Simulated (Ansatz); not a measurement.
CH$_{3}$AlCl$_{2}$, SMILES `Cl[CH2][AlH][Cl]` at its PBE0-D4/def2-TZVP geometry, where that method's forces vanish. Charge 0, multiplicity 1.

```
atom   x (Å)   y (Å)   z (Å)
 Cl1   1.773   0.087   0.135
  C2   0.117   0.792   0.581
 Al3  -0.457  -0.598  -0.654
 Cl4  -1.033  -2.436   0.182
  H5   0.017   0.668   1.656
  H6   0.151   1.842   0.301
  H7  -0.568  -0.356  -2.201
```

**Question.** For each bond, give half the difference of the two atoms' forces along it (eV/Å; positive pushes the atoms apart) under PBE-D4, r2SCAN-D4, B3LYP-D4, ωB97M-V in def2-TZVPP. (An estimate is asked.)

**Answer.** The calculation gave: 
```json
{"bond": "Cl1–C2", "length (Å)": "1.854", "PBE-D4": "0.22", "r2SCAN-D4": "0.28", "B3LYP-D4": "0.46", "ωB97M-V": "0.19"}
{"bond": "Cl1–Al3", "length (Å)": "2.462", "PBE-D4": "0.14", "r2SCAN-D4": "0.05", "B3LYP-D4": "0.25", "ωB97M-V": "0.09"}
{"bond": "C2–Al3", "length (Å)": "1.946", "PBE-D4": "0.02", "r2SCAN-D4": "0.02", "B3LYP-D4": "0.12", "ωB97M-V": "0.09"}
{"bond": "C2–H5", "length (Å)": "1.087", "PBE-D4": "0.10", "r2SCAN-D4": "-0.04", "B3LYP-D4": "-0.12", "ωB97M-V": "-0.10"}
{"bond": "C2–H6", "length (Å)": "1.087", "PBE-D4": "0.10", "r2SCAN-D4": "-0.06", "B3LYP-D4": "-0.12", "ωB97M-V": "-0.10"}
{"bond": "Al3–Cl4", "length (Å)": "2.100", "PBE-D4": "0.15", "r2SCAN-D4": "0.03", "B3LYP-D4": "0.13", "ωB97M-V": "0.09"}
{"bond": "Al3–H7", "length (Å)": "1.570", "PBE-D4": "0.01", "r2SCAN-D4": "-0.04", "B3LYP-D4": "-0.17", "ωB97M-V": "-0.19"}
```

B3LYP here is the variant with VWN-RPA as its local correlation; programs differ in this.

Program: Ansatz 0.2.0.
